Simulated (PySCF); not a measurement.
## Spin-rotation constants: SMILES C(=C/CC)(/C=C/Cl)OC, C$_{7}$H$_{11}$ClO

Molfile (atoms numbered from 1):
```
C7H11ClO
     RDKit          3D

 20 19  0  0  0  0  0  0  0  0999 V2000
    2.5313   -0.8628    0.6790 C   0  0  0  0  0  0  0  0  0  0  0  0
    1.4766   -1.1495   -0.3931 C   0  0  0  0  0  0  0  0  0  0  0  0
    0.1048   -0.8169    0.1055 C   0  0  0  0  0  0  0  0  0  0  0  0
   -0.6126    0.2769   -0.1882 C   0  0  0  0  0  0  0  0  0  0  0  0
   -0.1504    1.3402   -1.0706 C   0  0  0  0  0  0  0  0  0  0  0  0
   -0.9192    2.3670   -1.4214 C   0  0  0  0  0  0  0  0  0  0  0  0
   -0.3622    3.6209   -2.4494 Cl  0  0  0  0  0  0  0  0  0  0  0  0
   -1.8719    0.5325    0.2969 O   0  0  0  0  0  0  0  0  0  0  0  0
   -2.4745   -0.4082    1.1483 C   0  0  0  0  0  0  0  0  0  0  0  0
    2.5374    0.1958    0.9285 H   0  0  0  0  0  0  0  0  0  0  0  0
    2.3161   -1.4281    1.5831 H   0  0  0  0  0  0  0  0  0  0  0  0
    3.5202   -1.1432    0.3237 H   0  0  0  0  0  0  0  0  0  0  0  0
    1.7180   -0.5949   -1.2987 H   0  0  0  0  0  0  0  0  0  0  0  0
    1.5062   -2.2141   -0.6409 H   0  0  0  0  0  0  0  0  0  0  0  0
   -0.2948   -1.5437    0.7969 H   0  0  0  0  0  0  0  0  0  0  0  0
    0.8640    1.2760   -1.4287 H   0  0  0  0  0  0  0  0  0  0  0  0
   -1.9377    2.4829   -1.0896 H   0  0  0  0  0  0  0  0  0  0  0  0
   -3.4625   -0.0086    1.3725 H   0  0  0  0  0  0  0  0  0  0  0  0
   -1.9134   -0.5281    2.0813 H   0  0  0  0  0  0  0  0  0  0  0  0
   -2.5807   -1.3836    0.6618 H   0  0  0  0  0  0  0  0  0  0  0  0
  1  2  1  0
  2  3  1  0
  3  4  2  0
  4  5  1  0
  5  6  2  0
  6  7  1  0
  4  8  1  0
  8  9  1  0
  1 10  1  0
  1 11  1  0
  1 12  1  0
  2 13  1  0
  2 14  1  0
  3 15  1  0
  5 16  1  0
  6 17  1  0
  9 18  1  0
  9 19  1  0
  9 20  1  0
M  END
```

The calculation used PySCF 2.14.0, GIAO PBE/pcSseg-1 magnetisability, rotational g tensor and spin-rotation constants, non-relativistic, gas phase. Geometry: GFN2-xTB.

(1) Give the nuclear spin-rotation constants along the inertial axes (H = +C I·J) beside the isotropic shieldings.

Results:

(1) Rotational constants 1.5937, 0.7136, 0.5125 GHz. A star marks the isotopologue with that one atom substituted, in its own axes.
| atom | isotope | Caa (kHz) | Cbb (kHz) | Ccc (kHz) | mean (kHz) | σ (ppm) |
| --- | --- | --- | --- | --- | --- | --- |
| Cl7 | 35Cl | 0.363 | 0.211 | 0.128 | 0.234 | 711.4 |
| H10 | 1H | -0.085 | -0.079 | -0.019 | -0.061 | 30.8 |
| H11 | 1H | -0.025 | -0.059 | -0.052 | -0.045 | 30.6 |
| H12 | 1H | -0.169 | 0.012 | -0.055 | -0.070 | 30.4 |
| H13 | 1H | -0.018 | -0.046 | -0.052 | -0.039 | 29.3 |
| H14 | 1H | -0.055 | -0.076 | -0.019 | -0.050 | 29.4 |
| H15 | 1H | 0.045 | -0.031 | -0.064 | -0.017 | 27.0 |
| H16 | 1H | -0.151 | 0.076 | -0.061 | -0.045 | 25.0 |
| H17 | 1H | -0.150 | 0.064 | -0.053 | -0.046 | 25.0 |
| H18 | 1H | -0.141 | 0.026 | -0.051 | -0.055 | 27.5 |
| H19 | 1H | -0.073 | -0.062 | -0.013 | -0.049 | 28.0 |
| H20 | 1H | -0.118 | -0.069 | 0.006 | -0.060 | 28.0 |
| C1 | 13C* | 0.252 | 0.104 | 0.074 | 0.143 | 163.2 |
| C2 | 13C* | 0.283 | 0.111 | 0.077 | 0.157 | 155.8 |
| C3 | 13C* | 0.545 | 0.259 | 0.076 | 0.294 | 75.6 |
| C4 | 13C* | 0.613 | 0.335 | 0.117 | 0.355 | 25.2 |
| C5 | 13C* | 0.543 | 0.319 | 0.085 | 0.315 | 54.5 |
| C6 | 13C* | 0.589 | 0.295 | 0.096 | 0.327 | 49.5 |
| O8 | 17O* | -0.326 | -0.107 | -0.038 | -0.157 | 222.1 |
| C9 | 13C* | 0.294 | 0.148 | 0.113 | 0.185 | 126.3 |

For the geometry as given, no vibrational averaging.
